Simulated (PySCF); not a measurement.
Compound: C8H10O2.
SMILES with atom numbers: `[CH3:1][C:2](=[O:3])[O:4][C@@H:5]1[C@H:6]2[CH2:7][C@@H:8]3[C@H:9]2[C@H:10]13` (hydrogens: H11, H12, H13 on C1; H14 on C5; H15 on C6; H16, H17 on C7; H18 on C8; H19 on C9; H20 on C10)

The same species was optimised twice, with GFN2-xTB and with PBE0-D3(BJ)/def2-SVP (PySCF), and the same property calculations (PySCF, gas phase) were run on both structures.

| coordinate | GFN2-xTB | PBE0-D3(BJ)/def2-SVP | change |
| --- | --- | --- | --- |
| C6–C9 (Å) | 1.555 | 1.574 | +0.019 |
| C8–C10 (Å) | 1.518 | 1.524 | +0.006 |
| C6–C7 (Å) | 1.534 | 1.539 | +0.005 |
| C1–C2 (Å) | 1.506 | 1.501 | -0.005 |
| C5–C10 (Å) | 1.514 | 1.509 | -0.005 |
| C2–O4 (Å) | 1.338 | 1.342 | +0.004 |
| C7–C8 (Å) | 1.517 | 1.520 | +0.003 |
| C8–C9 (Å) | 1.498 | 1.501 | +0.003 |
| C9–C10 (Å) | 1.503 | 1.504 | +0.001 |
| O4–C5 (Å) | 1.423 | 1.422 | -0.001 |
| C5–C6 (Å) | 1.540 | 1.541 | +0.001 |
| C2=O3 (Å) | 1.202 | 1.203 | +0.001 |
| O4–C5–C10 (°) | 110.3 | 108.6 | -1.7 |
| C5–C6–C7 (°) | 102.3 | 103.4 | +1.1 |
| O4–C5–C6 (°) | 113.7 | 112.7 | -1.0 |
| C5–C6–C9 (°) | 88.8 | 87.9 | -0.9 |
| C6–C5–C10 (°) | 85.9 | 86.6 | +0.7 |
| C7–C6–C9 (°) | 89.2 | 88.7 | -0.5 |
| C7–C8–C10 (°) | 107.0 | 107.5 | +0.5 |
| O3–C2–O4 (°) | 123.9 | 123.5 | -0.4 |
| C1–C2–O4–C5 (°) | 180 | 180 | 0 |
| C2–O4–C5–C6 (°) | -81 | -80 | +1 |

Rotational constants: A = 3723, B = 872.1, C = 786.0 MHz (GFN2-xTB) against A = 3692, B = 878.6, C = 790.7 MHz (PBE0-D3(BJ)/def2-SVP). Point groups within 0.08 Å: C1 and C1.

On the GFN2-xTB structure: HOMO (eV) -7.39 [PBE0/pcSseg-1]; LUMO (eV) 0.47 [PBE0/pcSseg-1]; dipole (D) 2.12 [PBE0/pcSseg-1]; GIAO shielding of C1 (ppm) 163.2 [PBE0/pcSseg-1]; GIAO shielding of C2 (ppm) 9.8 [PBE0/pcSseg-1]; GIAO shielding of O3 (ppm) -120.7 [PBE0/pcSseg-1]; GIAO shielding of O4 (ppm) 111.0 [PBE0/pcSseg-1]; GIAO shielding of C5 (ppm) 99.8 [PBE0/pcSseg-1]; GIAO shielding of C6 (ppm) 141.5 [PBE0/pcSseg-1]; GIAO shielding of C7 (ppm) 151.7 [PBE0/pcSseg-1]; GIAO shielding of C8 (ppm) 166.8 [PBE0/pcSseg-1].

**Question.** What do these properties become on the PBE0-D3(BJ)/def2-SVP structure?

**Answer.** 
```tsv
property	level	on GFN2-xTB	on PBE0-D3(BJ)/def2-SVP	change
HOMO (eV)	PBE0/pcSseg-1	-7.39	-7.42	-0.03
LUMO (eV)	PBE0/pcSseg-1	0.47	0.42	-0.05
dipole (D)	PBE0/pcSseg-1	2.12	2.11	-0.01
energy, GFN2-xTB geometry as zero (kcal/mol)	PBE0/pcSseg-1	0.0	-0.7	-0.7
GIAO shielding of C1 (ppm)	PBE0/pcSseg-1	163.2	162.1	-1.1
GIAO shielding of C2 (ppm)	PBE0/pcSseg-1	9.8	9.4	-0.4
GIAO shielding of O3 (ppm)	PBE0/pcSseg-1	-120.7	-122.8	-2.1
GIAO shielding of O4 (ppm)	PBE0/pcSseg-1	111.0	107.7	-3.3
GIAO shielding of C5 (ppm)	PBE0/pcSseg-1	99.8	99.8	0.0
GIAO shielding of C6 (ppm)	PBE0/pcSseg-1	141.5	138.1	-3.4
GIAO shielding of C7 (ppm)	PBE0/pcSseg-1	151.7	149.3	-2.4
GIAO shielding of C8 (ppm)	PBE0/pcSseg-1	166.8	164.9	-1.9
```

The heavy atoms differ by 0.028 Å rms after alignment. Among bonds between heavy atoms C6–C9 changes most (+0.019 Å). Changes are differences of the printed values. Neither structure is proved a minimum here.

The values belong to the conformer `[CH3:1][C:2](=[O:3])[O:4][C@@H:5]1[C@H:6]2[CH2:7][C@@H:8]3[C@H:9]2[C@H:10]13`: C1–C2–O4–C5 180°, C2–O4–C5–C6 -80°.
